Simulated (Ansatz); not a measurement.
Reaction (substitution at a C–N bond): `C=CN(C)C` + `[NH2][GeH3]` → `C=C[NH][GeH3]` + dimethylamine

Program: Ansatz. Geometries: PBE0-D4/def2-TZVP. ΔE: electronic, gas phase. CCSD(T)/CBS is the MP2 limit (def2-TZVPP, def2-QZVPP) plus CCSD(T) − MP2 in def2-TZVPP, frozen cores. DFT in def2-TZVPP. B3LYP here is the variant with VWN-RPA as its local correlation; programs differ in this. For Ge outer-core shells are correlated without core-valence functions, which leaves a few kJ/mol of doubt a bond. Scalar relativity is left out up to krypton. One conformer a species, not always the lowest.

`C=CN(C)C`:

```xyz
14

C     2.069    0.083    0.164
C     0.859    0.282    0.700
N    -0.347   -0.180    0.235
C    -0.364   -0.858   -1.030
C    -1.522    0.591    0.551
H     2.945    0.448    0.682
H     2.223   -0.447   -0.766
H     0.772    0.844    1.626
H     0.356   -1.679   -1.022
H    -1.357   -1.274   -1.205
H    -0.112   -0.192   -1.871
H    -1.447    0.971    1.571
H    -2.411   -0.040    0.487
H    -1.663    1.451   -0.123
```

`[NH2][GeH3]`:

```xyz
7

N     1.025    0.333   -0.433
Ge   -0.599   -0.328    0.135
H     0.974    1.273   -0.802
H     1.741    0.317    0.281
H    -0.351   -1.766    0.614
H    -1.252    0.475    1.285
H    -1.539   -0.305   -1.080
```

`C=C[NH][GeH3]`:

Z-matrix (Å, degrees):
```
Ge
N 1 1.840
H 1 1.534 2 106.4
H 1 1.543 2 112.4 3 120.4
H 1 1.535 2 106.4 3 -119.7
C 2 1.378 1 123.3 3 165.5
H 2 1.009 1 117.7 3 -40.0
C 6 1.334 2 126.9 1 159.0
H 6 1.088 2 113.8 1 -22.9
H 8 1.085 6 122.0 2 -2.2
H 8 1.081 6 120.2 2 176.9
```

`CNC`:

Cartesian coordinates in Å:
```
C -0.209 -1.153 -0.296
N 0.424 0.119 -0.558
C -0.018 1.158 0.344
H 0.198 -1.916 -0.963
H -1.281 -1.075 -0.499
H -0.096 -1.505 0.744
H 1.428 0.021 -0.502
H -1.080 1.360 0.175
H 0.529 2.083 0.143
H 0.104 0.908 1.412
```

Question: Is it downhill or uphill in electronic energy at CCSD(T)/CBS, and by how much? (Estimate.)

Answer: Computed: Uphill: ΔE = +4.3 kcal/mol.

Question: What do these levels give: PBE-D4, B97M-V, CAM-B3LYP-D4, ωB97M-V, PBE-QIDH, BLYP, B3LYP, LC-ωPBE, CCSD(T)/def2-SVP, MP2/def2-QZVPP, SCS-MP2/def2-QZVPP, CCSD/CBS(def2)? (An estimate is asked.)

Answer: The calculation gave: PBE-D4 4.4, B97M-V 4.4, CAM-B3LYP-D4 4.0, ωB97M-V 4.3, PBE-QIDH 4.3, BLYP 2.9, B3LYP 3.1, LC-ωPBE 3.6, CCSD(T)/def2-SVP 3.4, MP2/def2-QZVPP 5.1, SCS-MP2/def2-QZVPP 4.1, CCSD/CBS(def2) 3.8 kcal/mol.

Question: What do rigid-rotor, harmonic-oscillator terms from PBE0-D4/def2-TZVP frequencies (298.15 K, 1 bar) make of the CCSD(T)/CBS value? (Estimate.)

Answer: Computed: ΔZPE = +0.2 kcal/mol, ΔH = +4.6 kcal/mol, ΔS = 10 J/(mol·K), ΔG = +3.9 kcal/mol.

Largest T1 diagnostic among the species: 0.012.

The D4 term adds +0.8 kcal/mol with B3LYP and +0.5 kcal/mol with PBE0; it sums over pairs of atoms, weighted by their polarisabilities, and B3LYP, whose exchange is more repulsive, gets the larger term. In def2-TZVPP, CCSD(T) changes the Hartree–Fock value by +2.5 kcal/mol (the triples alone add +0.5 kcal/mol) and MP2 by +3.3 kcal/mol.
